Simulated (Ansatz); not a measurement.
Ansatz (a program for electronic structure) input (RI-MP2/aug-cc-pVTZ):
A basis named .json is the Basis Set Exchange file of that set.

Ansatz 0.2 input:
```yaml
crystal:
  periodic: [false, false, false]
  atoms:
    - {symbol: B, position_ang: [-0.00000000, -0.00000000, -0.73134743]}
    - {symbol: O, position_ang: [0.00000000, 0.00000000, 0.45709214]}
basis:
  gaussian:
    orbitals: aug-cc-pVTZ
    fitting: {mean_field: def2-universal-jkfit, correlation: aug-cc-pVTZ-RIFIT.json}
total_charge: 1
magnetization: {spin_polarized: false}
correlation: {method: mp2, electrons: outside_noble_gas}
```

End of the output:

```
integrals: 0.01 GiB planned
152 factors; integrals over basis functions are off by at most 6.7e-1 eV
212 factors; integrals over basis functions are off by at most 4.5e-1 eV
mean field: 0.10 GiB planned
mean field evaluation 1: about -2682.1667 eV, gradient 8.7e1 eV
mean field evaluation 2: about -2652.1176 eV, gradient 1.5e2 eV
mean field evaluation 4: about -2695.6632 eV, gradient 2.6e0 eV
mean field evaluation 8: about -2695.7688 eV, gradient 1.0e-3 eV
mean field evaluation 16: about -2695.7481 eV, gradient 1.4e0 eV
mean field -2695.76879489 eV, -99.0676759546 hartree, gradient 1.8e-6 eV, S^2 0.000000; 3 other end points of the search recorded, 0 dependent functions left out
2 core orbitals not correlated
reference -2695.76879489 eV, -99.0676759546 hartree; 4, 4 occupied and 86, 86 virtual orbitals, 212 factors
second order -8.69214261 eV of doubles, -0.00000000 eV of singles
Total energy: -2704.46093750 eV, -99.3871063037 hartree
```
